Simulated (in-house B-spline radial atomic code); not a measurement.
How numerical settings move a run on N⁺, [He] 2s2 2p2. Computed with an all-electron radial atomic-structure program (B-spline basis): Dirac-Kohn-Sham PBE0, spherical fractional occupations, Fermi nucleus of rms radius 2.5582 fm.

Command:
```bash
python run_scf.py task.json out
```
Settings of the sound reference run:
```
Z                7
electrons        6
configuration    [He] 2s2 2p2
hamiltonian      dirac
method           pbe0
spin_polarised   False
nucleus          fermi
rms_radius       2.5582
mass_number      14
atomic_mass      14.00307
speed_of_light   137.036
knot_spacing     0.22
spline_order     8
gauss_points     12
box_radius       35.29
max_iterations   70
damping          0.5
damped_steps     3
diis_vectors     10
tolerance        1e-08
start            Thomas-Fermi
```

Run time, properties included: 1.1 s on 1 thread of Arm Neoverse V1, with other jobs on the host.

It converges in 8 iterations to -53.860824 hartree, with 2p3/2 at -20.211 eV. The other runs change the listed settings, some to values that make no sense; their results aren't properties of the atom or ion. Radii are in bohr (the nuclear one in fm), a minus after a letter asks for a j subshell, and «unchanged» means within 1e-8 hartree. The run stops when the residual is below 10 × tolerance × max(1, Z/10), or a noise floor if that is larger, and the energy moves by less than 1e-8 × √|E| hartree; so very loose and very tight tolerances often act alike.

| changed settings | outcome |
| --- | --- |
| box_radius = 10.59 | converged in 8 iterations, energy unchanged, 2p3/2 level +1.4e-06 eV |
| box_radius = 2.12 | converged in 7 iterations, energy +1.12e+00 hartree from the reference, 2p3/2 level +1.7e+01 eV (the program warns: 2p3/2 reaches the box edge; 2s1/2 reaches the box edge) |
| knot_spacing = 0.15 | converged in 9 iterations, energy -1.23e-07 hartree from the reference, 2p3/2 level +2.6e-06 eV |
| spline_order = 6, box_radius = 70.58, max_iterations = 12, damped_steps = 8 | converged in 12 iterations, energy +2.48e-07 hartree from the reference, 2p3/2 level -5.2e-06 eV |
| knot_spacing = 1.4, spline_order = 3, max_iterations = 75, diis_vectors = 0 | converged in 16 iterations, energy +1.95e+00 hartree from the reference, 2p3/2 level -3.7e+00 eV |
| box_radius = 141.16 | converged in 8 iterations, energy unchanged |
| max_iterations = 75, damped_steps = 0, tolerance = 1e-13 | converged in 7 iterations, energy unchanged, 2p3/2 level +2.3e-06 eV |
| knot_spacing = 1 | converged in 9 iterations, energy +5.96e-02 hartree from the reference, 2p3/2 level -8.9e-02 eV |
| box_radius = 5.29 | converged in 8 iterations, energy +1.04e-03 hartree from the reference, 2p3/2 level +6.5e-02 eV (the program warns: 2p3/2 reaches the box edge; 2s1/2 reaches the box edge) |
| knot_spacing = 2 | converged in 8 iterations, energy +3.25e+00 hartree from the reference, 2p3/2 level -9.8e-01 eV (the program warns: 1s1/2 reaches the box edge; 2s1/2 reaches the box edge) |
| gauss_points = 3 | converged in 8 iterations, energy +1.82e-06 hartree from the reference, 2p3/2 level -3.7e-06 eV |
| box_radius = 7.06 | converged in 8 iterations, energy +2.18e-05 hartree from the reference, 2p3/2 level +2.1e-03 eV (the program warns: 2p3/2 reaches the box edge; 2s1/2 reaches the box edge) |
| knot_spacing = 1, first_knot = 0.0143, max_iterations = 50, diis_vectors = 2 | converged in 9 iterations, energy +3.09e-02 hartree from the reference, 2p3/2 level -8.0e-02 eV |
| knot_spacing = 0.75 | converged in 8 iterations, energy +2.71e-03 hartree from the reference, 2p3/2 level -3.0e-03 eV |
| box_radius = 3.53 | converged in 8 iterations, energy +4.78e-02 hartree from the reference, 2p3/2 level +1.5e+00 eV (the program warns: 2p3/2 reaches the box edge; 2s1/2 reaches the box edge) |
| knot_spacing = 0.4 | converged in 8 iterations, energy +9.71e-06 hartree from the reference, 2p3/2 level -1.3e-05 eV |

**Question.** What happens with electrons = 14, configuration = [He] 2s2 2p2 4s2 4p6, max_iterations = 60?

**Answer.** Converged in 16 iterations to -53.2732 hartree, a different physical problem (warning: 4s1/2 has a positive eigenvalue: unbound, held by the box).

**Question.** What happens with method = hf, speed_of_light = 3.494418?

**Answer.** Stopped with error: Z/c is past the critical charge.

**Question.** What happens with box_radius = 2.12, max_iterations = 50, damped_steps = 1?

**Answer.** Converged in 6 iterations, energy +1.12e+00 hartree from the reference, 2p3/2 level +1.7e+01 eV (the program warns: 2p3/2 reaches the box edge; 2s1/2 reaches the box edge).

**Question.** What happens with knot_spacing = 0.3?

**Answer.** Converged in 8 iterations, energy +1.99e-06 hartree from the reference, 2p3/2 level -4.7e-07 eV.
